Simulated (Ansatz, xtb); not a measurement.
System: InF, charge 0, multiplicity 3. This is an excited triplet: at this geometry the singlet lies 3.48 eV lower at CCSD(T)/CBS(def2-TZVPPD,def2-QZVPPD). 
Coordinates optimised at B3LYP-D3(BJ)/def2-TZVP (Ansatz, a quantum-chemistry and plane-wave program):
```xyz
2

In     0.0000     0.0000    -0.3080
F      0.0000     0.0000     1.6767
```
Charge 0, spin multiplicity 3.

Harmonic wavenumbers from GFN2-xTB (xtb, at its own minimum), cm⁻¹: 223.

Q: Give the harmonic wavenumbers at B3LYP-D3(BJ)/def2-TZVP (Ansatz, finite differences of forces, unscaled).

A: 506 cm⁻¹. Zero-point energy 0.7 kcal/mol.

Q: From these and the geometry, give the ideal-gas thermochemistry at 298.15 K and 1 atm (rigid rotor, harmonic oscillator).

A: Point group C∞v, rotational symmetry number 1. Rotational constants 7.87, 7.87 GHz. S(trans) 40.59, S(rot) 15.24, S(vib) 0.64, S(elec, spin only) 2.18, S 58.7 cal/(mol K). H(298) - H(0) 2.21 kcal/mol; G - E(el) -14.6 kcal/mol.
